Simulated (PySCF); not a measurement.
Run record: geometry optimisation, `[Cl][Sb-]([Cl])([Cl])([Cl])([Cl])[Cl]` ([SbCl6]-).

Method: PBE0-D3(BJ)/def2-SVP geometry optimisation, gas phase, def2 core potentials past Kr (PySCF 2.14.0). Start geometry: GFN2-xTB. The input is one job of a driver script: a line of settings, then coordinates in Å.

Input:
```
{"job": {"xc": "PBE0", "basis": "def2-SVP", "d3": "d3bj", "grid": 1, "maxiter": 30, "kind": "geom"}, "charge": -1, "multiplicity": 1}
Sb     0.000740    -0.003150     0.001110
Cl    -0.021660    -0.008780     2.420330
Cl     0.021320     0.013060    -2.418670
Cl     2.419430     0.009430     0.020560
Cl    -2.419590    -0.005060    -0.021780
Cl    -0.006910     2.416280     0.009640
Cl     0.006670    -2.421790    -0.011180
```

Output:
```
step   0  E = -2999.96418703  max force = 0.005230
step   1  E = -2999.96477870  max force = 0.001457
step   2  E = -2999.96479458  max force = 0.000457
step   3  E = -2999.96476917  max force = 0.000785
step   4  E = -2999.96480404  max force = 0.000178
optimisation converged
```

Energies in Eh; «max force» is the largest Cartesian gradient component in Eh/bohr.

Problem. How much energy does the optimisation release, in kJ/mol?

Solution. E(step 0) − E(last step) = 0.000617 Eh, which is 1.6 kJ/mol.

Problem. Give the first gradient maximum in eV/Å.

Solution. With 1 Eh/bohr = 51.422 eV/Å, 0.269 eV/Å.

In short: final energy -2999.96480 Eh after 4 steps.

Problem. How long does this job take on one thread of an Arm Neoverse V1, on a shared host? And the peak memory of the process?

Solution. About 58 s, with 0.59 GiB resident at the peak, the Python interpreter and its libraries included.
Labels such as C1 count atoms from 1, the log's own numbers from 0.
